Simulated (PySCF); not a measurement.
**Low-lying terms of Ar¹⁴⁺ (argon, charge +14)**

Ground state [He] 2s2, ¹S. Computed with PySCF 2.14 in an even-tempered Gaussian basis (19 s from 0.384 bohr⁻², ratio 2.5; 10 p from 0.521 bohr⁻², ratio 2.7; 8 d from 0.559 bohr⁻², ratio 2.7; 5 f from 17 bohr⁻², ratio 2.7), with scalar relativity by spin-free X2C-1e. Vertical excitation energies in eV without spin-orbit coupling; excited terms of each kind are numbered among those the solver found. Frozen: nothing.

```csv
term,leading excitation,EOM-EE-CCSD
1 3P°,2s → p,30.369
1 1P°,2s → p,56.135
```

Only the lower part of the computed list is shown. Doubly excited terms such as np² are absent. The solver can miss terms. The 12 highest virtual orbitals were dropped.
